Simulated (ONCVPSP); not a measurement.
**Configuration tests for tantalum (ONCV)**

```
Element                 : tantalum (Ta)
Generator               : ONCVPSP 4.0.1
Type                    : optimised norm-conserving Vanderbilt (ONCV)
Functional              : PBE
Relativity              : scalar-relativistic
Frozen core             : [Kr] 4d10 4f14 5s2
Valence charge          : 11
Reference configuration : 5p6 5d3 6s1.5 6p0.5
Partial waves           : 6s: rc 2.25 bohr, ncon 4, nbas 7, qcut 3 1/bohr, 2 projectors, debl 3.6 Ha; 5p+6p: rc 1.70 bohr, ncon 4, nbas 8, qcut 9.3 1/bohr, 2 projectors; 5d: rc 2.25 bohr, ncon 4, nbas 9, qcut 8.1 1/bohr, 2 projectors, debl 2.9 Ha
Local potential         : polynomial inside 1.60 bohr (lpopt 5, dvloc0 3 Ha)
Core correction         : none
```

Energies are relative to the spin-unpolarised reference configuration 5p6 5d3 6s1.5 6p0.5; without spin polarisation the order of configurations can differ from experiment.

```tsv
valence configuration	charge	ΔE all-electron (eV)	error AE − PS (meV)
5p6 5d3 6s2 6p0	0	-2.056	-0.2
5p6 5d3 6s1 6p0	+1	6.411	-1.7
5p6 5d3 6s0 6p0	+2	21.384	-1.4
```

Problem. What are ΔE and the potential's error for 5p6 5d3.5 6s1.5 6p0?

Solution. ΔE = -1.068 eV all-electron; the error (AE − PS) is -1.6 meV.

Levels in the configuration 5p6 5d3 6s0 6p0:

```csv
level,all-electron (eV),pseudo (eV)
5p,-54.955,-54.831
5d,-18.312,-18.263
```

Note: no bound ghost flagged; GHOST(+) flagged for s at 38.8 eV.
